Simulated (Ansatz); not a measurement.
The cluster Ta2O4⁺: single points at one geometry.

```yaml
crystal:
  periodic: [false, false, false]
  atoms:
    - {symbol: Ta, position_ang: [-0.262053, -0.014048, 1.406861]}
    - {symbol: Ta, position_ang: [0.543667, 0.768074, -1.078852]}
    - {symbol: O, position_ang: [1.456430, 0.156099, 0.520884]}
    - {symbol: O, position_ang: [0.103616, -0.584366, -2.025257]}
    - {symbol: O, position_ang: [-0.906106, -1.564361, 1.090187]}
    - {symbol: O, position_ang: [-0.935566, 1.238603, 0.086177]}
basis:
  gaussian: {orbitals: def2-TZVP, initial_orbitals: start.molden}
total_charge: 1
magnetization: {spin_polarized: true, initial_magnetization: 1}
hamiltonian: {xc: hse06, dispersion: d4}
scf: {omitted_lower_state_checks: [starts]}
output: {orbitals: {seedname: orbitals}}
```

The file start.molden holds the orbitals of an earlier run on this structure, at another level or in another basis.

```sh
$ ansatz run in.yaml --threads 4 --pin off --events-out ev --progress --plain --max-ram 4787MiB
```

Output, abridged:

```
Functional definition: HSE06
1420 factors; their error is unknown
98 factors; integrals over basis functions are off by at most 3.9e-7 eV
mean field evaluation 1: about -11283.4187 eV, gradient 3.3e-1 eV
mean field evaluation 2: about -11283.4191 eV, gradient 1.1e-3 eV
mean field evaluation 4: about -11283.4482 eV, gradient 3.6e-5 eV
mean field -11283.44823596 eV, -414.6590744756 hartree, gradient 1.8e-5 eV, S^2 0.752972; 0 other end points of the search recorded, 0 dependent functions left out
reference -11283.44828831 eV, -414.6590763994 hartree; 29, 28 occupied and 175, 176 virtual orbitals, 1420 factors
Total energy: -11283.60806417 eV, -414.6649480541 hartree
Checks for a lower state left out: starts
```

Hardware: 4 threads of Arm Neoverse V2 on a shared host. Wall time 7.5 s, peak host memory 0.8 GiB.

The first input with `gaussian: {orbitals: def2-SVP, initial_orbitals: start.molden}`, `hamiltonian: {xc: pbe, dispersion: d4}` (abridged; 2.5 s):

```
Functional definition: PBE
mean field -11277.17098275 eV, -414.4283896749 hartree, gradient 1.1e-5 eV, S^2 0.751505
Total energy: -11277.36815552 eV, -414.4356356407 hartree
Checks for a lower state left out: starts
```

First input, but with `hamiltonian: {xc: pbe}`, `correlation: {method: rpa}` and without the key `output` (abridged; 11 s):

```
Functional definition: PBE
mean field -11287.67580388 eV, -414.8144347310 hartree, gradient 2.6e-6 eV, S^2 0.751611
4 core orbitals not correlated: weight in the atoms' cores, before any rotation towards them, 1.000 or more for the frozen orbitals, at most 0.000 for the correlated occupied ones
Total energy: -11278.70860307 eV, -414.4848961795 hartree
Checks for a lower state left out: starts
```

First input, but with `hamiltonian: {xc: {name: revPBE}, dispersion: d4}` (abridged; 4 s):

```
Functional definition: revPBE
mean field -11294.93376037 eV, -415.0811597124 hartree, gradient 2.4e-5 eV, S^2 0.751868
Total energy: -11295.39707815 eV, -415.0981863268 hartree
Checks for a lower state left out: starts
```

The first input with `gaussian: {orbitals: def2-SVP, initial_orbitals: start.molden}`, `correlation: {method: ccsd_t}`, `scf: {omitted_lower_state_checks: [starts, cluster_reference]}` and without the key `hamiltonian` (abridged; 2.4 min):

```
Functional definition: HF
mean field -11206.96092151 eV, -411.8482175146 hartree, gradient 2.8e-6 eV, S^2 0.766275
4 core orbitals not correlated: weight in the atoms' cores, before any rotation towards them, 1.000 or more for the frozen orbitals, at most 0.000 for the correlated occupied ones
second order -36.87514534 eV of doubles, -0.00000000 eV of singles
cycle   1  -31.76003211 eV  change     5.1e0 eV  update   3.8e-1
cycle   2  -34.19773340 eV  change    -2.4e0 eV  update   2.4e-1
cycle   3  -34.57029717 eV  change   -3.7e-1 eV  update   6.8e-2
cycle   4  -34.63474253 eV  change   -6.4e-2 eV  update   3.7e-2
cycle   5  -34.61373190 eV  change    2.1e-2 eV  update   2.3e-2
cycle   6  -34.64318106 eV  change   -2.9e-2 eV  update   1.9e-2
cycle   7  -34.65901271 eV  change   -1.6e-2 eV  update   1.4e-2
cycle   8  -34.67069255 eV  change   -1.2e-2 eV  update   1.0e-2
cycle   9  -34.68636803 eV  change   -1.6e-2 eV  update   6.3e-3
cycle  10  -34.69401636 eV  change   -7.6e-3 eV  update   3.6e-3
cycle  11  -34.69088908 eV  change    3.1e-3 eV  update   2.5e-3
cycle  12  -34.68802338 eV  change    2.9e-3 eV  update   1.5e-3
cycle  13  -34.69105129 eV  change   -3.0e-3 eV  update   8.9e-4
cycle  14  -34.68945940 eV  change    1.6e-3 eV  update   5.8e-4
cycle  15  -34.68988656 eV  change   -4.3e-4 eV  update   4.2e-4
cycle  16  -34.69047744 eV  change   -5.9e-4 eV  update   2.7e-4
cycle  17  -34.69045841 eV  change    1.9e-5 eV  update   2.1e-4
cycle  18  -34.69013840 eV  change    3.2e-4 eV  update   1.4e-4
cycle  19  -34.69026361 eV  change   -1.3e-4 eV  update   1.0e-4
cycle  20  -34.69027322 eV  change   -9.6e-6 eV  update   6.1e-5
cycle  21  -34.69018839 eV  change    8.5e-5 eV  update   3.8e-5
cycle  22  -34.69024858 eV  change   -6.0e-5 eV  update   2.4e-5
cycle  23  -34.69027971 eV  change   -3.1e-5 eV  update   1.2e-5
perturbative correction -1.97094785 eV, -0.0724309976 hartree
Total energy: -11243.62214907 eV, -413.1954927775 hartree
Checks for a lower state left out: starts, cluster_reference
```

The first input with `hamiltonian: {xc: pbe, dispersion: d4}`, `output: {forces: true, orbitals: {seedname: orbitals}}` (abridged; 4.4 s):

```
Functional definition: PBE
mean field -11287.67581567 eV, -414.8144351643 hartree, gradient 2.5e-5 eV, S^2 0.751611
Total energy: -11287.87298391 eV, -414.8216809634 hartree
Atom 0 force     0.122022     0.346565     0.194019 eV/Å
Atom 1 force     0.144967     0.368606     0.120796 eV/Å
Atom 2 force     0.114459    -0.066279     0.015988 eV/Å
Atom 3 force    -0.093153    -0.311218    -0.262432 eV/Å
Atom 4 force    -0.164358    -0.379499    -0.040788 eV/Å
Atom 5 force    -0.123938     0.041825    -0.027584 eV/Å
Dipole moment:     0.426338     1.141306     0.496026 e Å
Checks for a lower state left out: starts
```

Geometry: r2SCAN-D4/def2-SVP.

In the def2 sets Ta takes a core potential; there is no spin–orbit coupling. HSE06 is defined as in plane-wave codes, on full-range PBE exchange. Correlated methods freeze 4 core orbitals; core or outer-core shells of Ta are correlated, in sets that lack core-valence functions. The structure comes from a short search, and lower isomers may exist.
